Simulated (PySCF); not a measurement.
A structure optimised at PBE-D3(BJ)/def2-SVP, used in a PySCF frequency run:

```
C
H 1 1.1195
O 1 1.4328 2 103.51
H 3 0.9770 1 105.73 2 -170.78
C 1 1.4917 2 109.02 3 -118.36
H 5 1.1011 1 122.06 2 -102.28
H 5 1.1011 6 118.86 1 -173.53
C 1 1.5336 2 107.87 3 118.43
H 8 1.1069 1 110.12 2 -60.28
H 8 1.1093 9 108.67 1 -122.20
H 8 1.1106 9 108.30 10 -116.86
```
Charge 0, spin multiplicity 2.

Q: Write its SMILES and formula.

A: [CH2]C(C)O, C3H7O

Q: What are its rotational constants (standard atomic weights)?

A: 8.9856, 8.2690, 4.8648 GHz
